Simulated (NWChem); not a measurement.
System: GeH$_{2}$F$_{2}$; SMILES [F][GeH2][F]

The following NWChem deck was run.

```
start job
memory heap 200 mb stack 900 mb global 1100 mb
geometry units angstroms
  Ge     0.000000     0.000000    -0.298583
  F     -1.372145     0.000000     0.753147
  F      1.372145     0.000000     0.753147
  H      0.000000     1.318576    -1.072511
  H      0.000000    -1.318576    -1.072511
end
basis spherical
  * library 6-31g*
end
dft
  xc hfexch
  iterations 150
end
driver
  maxiter 120
end
task dft optimize
task dft freq
```

The level has its own optimisation; frequencies are unscaled.

**Question.** What results follow from this input? (Hartree-Fock/6-31G* (spherical d).) Quantities: r F–Ge (Å); r Ge–H (Å); highest harmonic frequency (cm⁻¹); lowest (cm⁻¹); zero-point energy (kcal/mol); dipole (D).

**Answer.** 
| Property | Value |
|---|---|
| r F–Ge (Å) | 1.709 |
| r Ge–H (Å) | 1.527 |
| highest harmonic frequency (cm⁻¹) | 2323 |
| lowest (cm⁻¹) | 261 |
| zero-point energy (kcal/mol) | 13.8 |
| dipole (D) | 2.79 |
